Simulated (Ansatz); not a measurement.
A geometry relaxed with PBE-D3(BJ)/def2-SVP (Ansatz, an electronic-structure program), charge 0, multiplicity 2:

```xyz
9

H     -2.0839     0.3720    -0.6510
H     -1.3159     0.1313     0.9670
N      0.0077     0.6063    -0.6237
C     -1.1830    -0.0191    -0.1363
C      1.1841     0.1238     0.0319
H      1.3185    -0.9802    -0.1131
H      2.0937     0.6338    -0.3447
H      1.1364     0.2639     1.1435
H     -1.1576    -1.1318    -0.2736
```

Write the SMILES of this molecule.

`C[N]C`
